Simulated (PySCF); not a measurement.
C6H12N2.
SMILES: `N[C@@H]1C[C@@H]2CNC[C@@H]21`

Jobs on this species (20 atoms, 62 electrons) with PySCF (density fitting). Hardware of each: one thread, Arm Neoverse N1 (aarch64), shared host. Times come from a shared host and carry two figures at best. Peak memory is the resident size of the whole Python process, interpreter and libraries included.

```json
{"level and settings": "B97-D/cc-pVDZ, fitting basis def2-universal-jkfit, energy threshold 1e-11 Eh", "work": "spin–spin couplings from 20 perturbed nuclei, spin–dipole term for 2 of them", "basis functions": "172", "SCF cycles": "?", "wall time": "?", "peak memory": "?"}
{"level and settings": "BHandHLYP/def2-SVP", "work": "spin–spin couplings from 20 perturbed nuclei, spin–dipole term for 2 of them", "basis functions": "172", "SCF cycles": "?", "wall time": "?", "peak memory": "?"}
{"level and settings": "HCTH407/pcSseg-1, grid level 1", "work": "shieldings, ring-centre shieldings, charges and field gradients", "basis functions": "196", "SCF cycles": "?", "wall time": "?", "peak memory": "?"}
{"level and settings": "PBE0/pcSseg-1", "work": "shieldings, ring-centre shieldings, charges and field gradients, density and orbital grids written", "basis functions": "196", "SCF cycles": "14", "wall time": "76 s", "peak memory": "0.87 GiB"}
{"level and settings": "PBE0/def2-SVPD", "work": "6 singlets by full TDDFT, 2 Tamm–Dancoff triplets, polarisability, density and orbital grids written", "basis functions": "256", "SCF cycles": "14", "wall time": "1.9 min", "peak memory": "1.1 GiB"}
```

Question: Fill in the missing figures.

Answer: 
- B97-D/cc-pVDZ, fitting basis def2-universal-jkfit, energy threshold 1e-11 Eh; spin–spin couplings from 20 perturbed nuclei, spin–dipole term for 2 of them: 86 s, 0.58 GiB, 13 SCF cycles
- BHandHLYP/def2-SVP; spin–spin couplings from 20 perturbed nuclei, spin–dipole term for 2 of them: 99 s, 0.85 GiB, 12 SCF cycles
- HCTH407/pcSseg-1, grid level 1; shieldings, ring-centre shieldings, charges and field gradients: 61 s, 0.73 GiB, 10 SCF cycles

Question: What do all jobs in the table cost together?

Answer: About 7.3 min; the longest takes about 26 % of that, and about 1.9 times as long as the shortest.

B97-D is run here without its empirical dispersion term; that term would change no orbital, density or response property at a fixed geometry.
